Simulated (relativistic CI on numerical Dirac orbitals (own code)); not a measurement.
## Sensitivity of the levels of I X to α and to the nuclear radius

Method of calculation: Dirac-Coulomb-Breit CI, KLI orbitals optimised for each configuration, derivatives by finite differences, unscaled Slater integrals, QED left out (own radial code, finite nucleus).

Configuration list (outside the closed core [Ar] 3d10): 4s2 4p6 4d8, 4s2 4p5 4d9, 4s2 4p6 4d7 4f, 4s2 4p6 4d7 5s, 4s2 4p4 4d10, 4s2 4p6 4d7 5p, 4s 4p6 4d9, 4s2 4p6 4d6 5s2. Levels of other configurations are missing.

With x = (α/α₀)² − 1 an excitation energy changes as ω = ω₀ + qx; K = 2q/ω₀ is the relative enhancement. Terms are leading LS components, so labels can repeat. The field-shift factor is F = δν/δ⟨r²⟩ for the transition from the lowest level.

Lowest level 4s2 4p6 4d8 3F_4.

| Level | ω₀ (cm⁻¹) | q (cm⁻¹) | F (GHz/fm²) |
| --- | --- | --- | --- |
| 4s2 4p6 4d8 3F_2 | 12571 | 3102 | 0.0278 |
| 4s2 4p6 4d8 3F_3 | 12706 | 13160 | 0.173 |
| 4s2 4p6 4d8 3P_2 | 24861 | 13250 | 0.226 |
| 4s2 4p6 4d8 3P_0 | 31919 | 7237 | 0.208 |
| 4s2 4p6 4d8 3P_1 | 33645 | 13270 | 0.27 |
| 4s2 4p6 4d8 1D_2 | 38535 | 23280 | 0.3 |
| 4s2 4p6 4d8 1G_4 | 41301 | 11500 | 0.266 |
| 4s2 4p6 4d8 1S_0 | 82795 | 19490 | 0.484 |
| 4s2 4p6 4d7 5s 5F_5 | 476613 | -51720 | 40.6 |
| 4s2 4p6 4d7 5s 5F_4 | 483950 | -46200 | 40.4 |
| 4s2 4p6 4d7 5s 5F_3 | 490622 | -38230 | 40.7 |
| 4s2 4p6 4d7 5s 5F_2 | 493957 | -37020 | 40.8 |
| 4s2 4p6 4d7 5s 3F_4 | 495270 | -44280 | 39.2 |

At this charge energies of transitions that change n are usually good to better than 1 %, and those within a shell (Δn = 0) to a few per cent. Terms inside the open d or f shell come out 10 to 20 % too wide with unscaled integrals. Levels and lines within the n = 5 or 6 shells can be off by up to 10 % or somewhat more, and those that change n by about 2 %, since core polarisation is missing.

Question: Which transition from the lowest level has the largest |K|?

Answer: 4s2 4p6 4d8 3F_3 at 12706 cm⁻¹, K = 2.07.
